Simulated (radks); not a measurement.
Results of a calculation; reference values are marked as such.
The mean radii <r> (bohr) of the occupied orbitals of an atom or ion are listed with their occupations. Code: a radial shooting solver on a logarithmic mesh with Libxc functionals. Model: scalar-relativistic Kohn-Sham, PBEsol, spin-unpolarised, spherical densities, point nucleus.

| orbital | occ. | <r> |
|---|---|---|
| 1s | 2 | 0.04552 |
| 2s | 2 | 0.2029 |
| 2p | 6 | 0.1773 |
| 3s | 2 | 0.5941 |
| 3p | 6 | 0.6102 |
| 3d | 9 | 0.6508 |
| 4s | 1 | 1.821 |
| 4p | 5 | 2.289 |

Name the element and its charge.

Answer. Z = 33, arsenic, charge 0: As in [Ar] 3d9 4s1 4p5. The 1s radius gives Z: for a bare nucleus <r> = (2 gamma + 1)/(2Z) with gamma = sqrt(1 - (Z/c)^2), 0.04456 bohr for Z = 33, and screening makes it slightly larger (0.04552 here). The occupations add up to 33, and the charge is Z minus that.
